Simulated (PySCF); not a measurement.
TiCl4, SMILES [Cl][Ti]([Cl])([Cl])[Cl], multiplicity 1.

Geometry: PBE0-D3(BJ)/def2-SVP. The multiplicity is an assumed one; no other spin state was optimised. The isomer is the one that the SMILES or the coordinates give; other isomers of the formula were not compared.

Computed with HF/def2-TZVP (PySCF).

Computed frontier levels, gap, dipole moment and polarisability:
```yaml
highest_occupied_level: -12.86 eV
lowest_empty_level: 0.34 eV
orbital_gap: 13.20 eV
dipole_moment: 0.00 D
quadrupole, principal values (traceless, Buckingham form, about the centre of nuclear charge): 0.00, 0.00, 0.00 D·Å
mean_static_polarisability: 76.1 bohr³ (11.28 Å³)
polarisability_principal_values: 76.1, 76.1, 76.1 bohr³
```
